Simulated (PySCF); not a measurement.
## Ionisation energy along the 18-electron series

Calculated with PySCF 2.14 and a two-component X2C-1e Hamiltonian (Gaussian nucleus, no Breit or QED terms), each ion in its own even-tempered basis scaled to its charge; GMP2 freezes 1s2 and drops the highest virtual spinors. Values in eV. NIST values: (m) measured, (s) semi-empirical, (t) theoretical.

| ion | configuration | GHF (spin-free) | GMP2 (spin-free) | GHF (screened spin-orbit) | GMP2 (screened spin-orbit) | NIST |
| --- | --- | --- | --- | --- | --- | --- |
| Ce⁴⁰⁺ | [Ar] | 3122.6 | 3123.5 | 3088.4 | 3089.3 | 3087 ± 4 (t) |
| Nd⁴²⁺ | [Ar] | 3413.2 | 3414.1 | 3373.3 | 3374.2 | 3371 ± 4 (t) |

(1) Fill in the row of Pr⁴¹⁺.

## Answers

(1) configuration: [Ar]; GHF (spin-free): 3266.3; GMP2 (spin-free): 3267.2; GHF (screened spin-orbit): 3229.3; GMP2 (screened spin-orbit): 3230.2; NIST: 3227 ± 4 (t).
